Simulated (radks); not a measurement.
All-electron atom: Ru2+ in [Kr] 4d6.

Calculated with a radial shooting solver on a logarithmic mesh with Libxc functionals: scalar-relativistic Kohn-Sham, RPBE, spin-polarised, spherical densities, point nucleus; open shells are filled with parallel spins first (spin-orbit coupling, left out, can overturn this in heavy ions).

Energy parts (Ry):
part                        energy
total                  -9060.45154
kinetic                 9369.65336
electron-nucleus      -21795.12240
Hartree                 3631.51730
exchange-correlation    -266.49980

Orbitals (lengths in bohr, moments of r in powers of bohr):
orbital,occ.,eigenvalue (Ry),<r^4>,<r>,<1/r>
1s down,1,-1613.958,5.907e-06,0.03343,45.88
1s up,1,-1613.957,5.907e-06,0.03343,45.88
2s up,1,-233.3354,0.001076,0.1457,10.37
2s down,1,-233.2927,0.001075,0.1456,10.37
2p up,3,-209.0939,0.0007710,0.1270,10.05
2p down,3,-209.0622,0.0007707,0.1270,10.06
3s up,1,-42.31360,0.05306,0.4025,3.596
3s down,1,-42.29383,0.05298,0.4025,3.595
3p up,3,-34.35171,0.05780,0.4029,3.423
3p down,3,-34.32864,0.05766,0.4029,3.423
3d up,5,-21.55890,0.05965,0.3841,3.195
3d down,5,-21.52072,0.05936,0.3840,3.195
4s up,1,-7.16602,2.076,1.019,1.342
4s down,1,-6.96363,2.044,1.014,1.351
4p up,3,-4.96129,3.265,1.123,1.199
4p down,3,-4.74398,3.243,1.118,1.207
4d up,5,-1.85575,13.85,1.513,0.8776
4d down,1,-1.63483,16.22,1.548,0.8667

The highest occupied level is 4d down at -22.243 eV. For comparison, the ionisation energy in NIST's Atomic Spectra Database is 28.470 eV (semi-empirical). In exact Kohn-Sham theory the highest level is minus the ionisation energy, but local and semilocal functionals leave it too shallow, through self-interaction and a potential that decays too fast; potentials with the right tail come closer.
